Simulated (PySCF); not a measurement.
# Excitation energy of B(2+) by level of theory

B(2+) [He] 2s1 (2S) → B(2+) [He] 3d1 (2D), as a difference of total energies. Calculation: PySCF 2.14, in aug-cc-pCVTZ-DK with one added diffuse shell each of s, p, d, f type (8s7p5d3f, 75 functions); scalar relativity by spin-free X2C-1e. Correlated levels: valence and next inner shell: nothing frozen. The calculations carry no spin-orbit coupling.

```csv
method,excitation energy (eV)
UHF,24.272
LDA,23.826
PBE,23.714
PBE0,23.885
r2SCAN,23.709
M06-2X,23.917
revPBE,23.558
MP2 (valence and next inner shell),24.340
SCS-MP2 (valence and next inner shell),24.333
```

Estimate what BP86 gives.

23.415 eV, closest to revPBE among the rows shown.

Estimate what BHandHLYP gives.

24.196 eV, closest to UHF among the rows shown.

The promoted electron is Rydberg-like, and one or two diffuse shells describe it only roughly, which tends to raise the upper state.
